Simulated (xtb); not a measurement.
xtb was given this input:
```
$ xtb mol.xyz --gfn 2 --opt vtight --json

# file mol.xyz
4

P     -0.03645149     0.06415092     0.50862673
H      0.02308756     1.19730042    -0.20605445
H      1.09156379    -0.59421995    -0.17802660
H     -1.01369676    -0.62874895    -0.17077422
```

Task: What total energy at the end of the optimisation does GFN2-xTB (xtb) give?

Result: -4.0289 Eh

Task: Estimate the HOMO-LUMO gap that GFN2-xTB returns for this input.

Result: 5.96 eV

Task: Give the dipole moment at the level GFN2-xTB.

Result: 1.26 D
